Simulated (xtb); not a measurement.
erbium atom (Er), triplet (GFN-xTB shapes and energies of metal compounds can be far from the true ones) (GFN-xTB holds the 4f electrons in the core, so unpaired electrons go into valence orbitals and the state isn't the physical one); GFN0-xTB (xtb).

The xtb input:
```
$ xtb mol.xyz --gfn 0 --uhf 2 --etemp 3000 --json

# file mol.xyz
1

Er     0.00000000     0.00000000     0.00000000
```

It wrote (shortened):

```
   ID    Z sym.   atoms
    1   68 Er     1

           -------------------------------------------------
          |                Calculation Setup                |
           -------------------------------------------------

           -------------------------------------------------
          |                 G F N 0 - x T B                 |
           -------------------------------------------------

          ...................................................
          :                      SETUP                      :
          :.................................................:
          :  # basis functions                  10          :
          :  # atomic orbitals                   9          :
          :  # shells                            3          :
          :  # electrons                         3          :
          :  electronic temp.         3000.0000000     K    :
          :  accuracy                    1.0000000          :
          :  -> integral cutoff          0.2500000E+02      :
          :  -> integral neglect         0.1000000E-07      :
          ...................................................

         :::::::::::::::::::::::::::::::::::::::::::::::::::::
         ::                     SUMMARY                     ::
         :::::::::::::::::::::::::::::::::::::::::::::::::::::
         :: total energy              -1.077442506174 Eh    ::
         :: gradient norm              0.000000000000 Eh/a0 ::
         :: HOMO-LUMO gap              0.000000000000 eV    ::
         ::.................................................::
         :: H0 energy                 -1.077442506174 Eh    ::
         :: repulsion energy           0.000000000000 Eh    ::
         :: electrostat energy         0.000000000000 Eh    ::
         :: -> Gsolv                   0.000000000000 Eh    ::
         ::    -> Gsasa                0.000000000000 Eh    ::
         ::    -> Gshift               0.000000000000 Eh    ::
         :: dispersion energy          0.000000000000 Eh    ::
         :: short-range corr.          0.000000000000 Eh    ::
         :: add. restraining           0.000000000000 Eh    ::
         :: total charge               0.000000000000 e     ::
         :::::::::::::::::::::::::::::::::::::::::::::::::::::

           -------------------------------------------------
          |                Property Printout                |
           -------------------------------------------------

    * Orbital Energies and Occupations

         #    Occupation            Energy/Eh            Energy/eV
      -------------------------------------------------------------
         1        1.8455           -0.3673810              -9.9969
         2        0.2309           -0.3160188              -8.5993 (HOMO)
         3        0.2309           -0.3160188              -8.5993 (LUMO)
         4        0.2309           -0.3160188              -8.5993
         5        0.2309           -0.3160188              -8.5993
         6        0.2309           -0.3160188              -8.5993
         7                         -0.0793598              -2.1595
         8                         -0.0793598              -2.1595
         9                         -0.0793598              -2.1595
      -------------------------------------------------------------
                  HL-Gap            0.0000000 Eh            0.0000 eV
             Fermi-level            0.0000000 Eh            0.0000 eV

     #   Z          covCN         q      C6AA      α(0)
     1  68 Er       0.000     0.000  2657.450   169.509

 Mol. C6AA /au·bohr⁶  :       2657.449819
 Mol. C8AA /au·bohr⁸  :     572731.635665
 Mol. α(0) /au        :        169.508670

Wiberg/Mayer (AO) data.
largest (>0.10) Wiberg bond orders for each atom

 ---------------------------------------------------------------------------
     #   Z sym  total        # sym  WBO       # sym  WBO       # sym  WBO
 ---------------------------------------------------------------------------
     1  68 Er   0.000
 ---------------------------------------------------------------------------

 dipole moment from electron density (au)
     X       Y       Z
   0.0000   0.0000   0.0000  total (Debye):    0.000

           -------------------------------------------------
          | TOTAL ENERGY               -1.077442506174 Eh   |
          | GRADIENT NORM               0.000000000000 Eh/α |
          | HOMO-LUMO GAP               0.000000000000 eV   |
           -------------------------------------------------

normal termination of xtb
```
